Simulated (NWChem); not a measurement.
A series in which one site is exchanged, each optimised at PBE0/def2-SVP with NWChem, gas phase unless a solvent is named. Some are not confirmed as minima by frequencies. def2 effective core potentials on I, Hf; no spin-orbit coupling.

A: [GeH3][I] (GeH₃I; site = Ge)
B: I[SiH3] (SiH3I; site = Si)
C: [I][HfH3] (HfH3I; site = Hf)
D: [TiH3][I] (TiH$_{3}$I; site = Ti)

Question: Rank them by static polarisability, B3LYP/def2-SVPD (bohr³), lowest first.

Answer: B (65.1), A (69.5), D (80.8), C (83.8)
